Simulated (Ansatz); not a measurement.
Cost and result for the atomization energy of H7OPSi2, SMILES `O[SiH]([SiH3])P` (11 atoms, 10 bonds).

```xyz
11

O     1.545    1.381    0.440
Si    0.808   -0.013   -0.062
Si   -1.201    0.621   -1.069
P     0.530   -1.422    1.683
H     2.375    1.296    0.912
H     1.670   -0.769   -1.020
H    -0.994    1.547   -2.215
H    -2.079    1.278   -0.065
H    -1.881   -0.608   -1.564
H    -0.718   -0.884    2.094
H    -0.055   -2.426    0.866
```

Total charge 0; spin multiplicity 1. All single points use the PBE0-D4/def2-TZVP geometry. It is one conformer, not always the lowest. Program: Ansatz. All runs use 4 threads of an Arm Neoverse V2 on a shared host. Times are those of one run each, without the atoms' runs, and a repeat can differ threefold. Electronic energies, without spin–orbit coupling; frozen cores. CCSD(T)/CBS adds CCSD(T) − MP2 in def2-TZVPP to the MP2 limit, and its time is that of the two runs behind it. T1 = 0.014. B3LYP takes the VWN-RPA correlation (the form of Gaussian; ORCA's B3LYP/G).

CCSD(T)/CBS is a level of theory with its own doubt, some kJ/mol a heavy atom from the limit and from the frozen cores, so smaller differences don't rank the functionals.

| level | functions | wall time | atomization (kJ/mol) | difference from CCSD(T)/CBS | per bond |
| --- | --- | --- | --- | --- | --- |
| PBE-D4/def2-TZVPP (with forces) | 255 | 2.2 s | 3365.7 | -15.3 | -1.5 |
| PBE0-D4/def2-TZVPP | 255 | 3 s | 3331.5 | -49.5 | -4.9 |
| r2SCAN-D4/def2-TZVPP (with forces) | 255 | 4.1 s | 3371.2 | -9.8 | -1.0 |
| B3LYP-D4/def2-TZVPP (with forces) | 255 | 4.3 s | 3376.6 | -4.4 | -0.4 |
| B2PLYP/def2-TZVPP | 255 | 4.6 s | 3319.2 | -61.8 | -6.2 |
| ωB97X-V/def2-TZVPP | 255 | 7 s | 3413.7 | 32.7 | 3.3 |
| ωB97M-V/def2-TZVPP (with forces) | 255 | 10 s | 3386.5 | 5.5 | 0.5 |
| MP2/def2-QZVPP | 477 | 16 s | 3326.0 | -55.0 | -5.5 |
| CCSD(T)/def2-TZVPP | 255 | 84 s | 3276.2 | -104.8 | -10.5 |
| CCSD(T)/CBS(def2) | – | 100 s | 3381.0 | 0.0 | 0.0 |

The D4 term adds +42.7 kJ/mol with B3LYP and +22.6 kJ/mol with PBE0; it sums over pairs of atoms, weighted by their polarisabilities, and B3LYP, whose exchange is more repulsive, gets the larger term. In def2-TZVPP, CCSD(T) changes the Hartree–Fock value by +834.8 kJ/mol (the triples alone add +39.9 kJ/mol) and MP2 by +822.2 kJ/mol; breaking electron pairs costs correlation energy, which Hartree–Fock lacks. From PBE to PBE0 (25 % exact exchange), in def2-TZVPP and without D4, the atomization energy moves by −30.4 kJ/mol: exact exchange takes away binding that semilocal exchange gives to molecules.
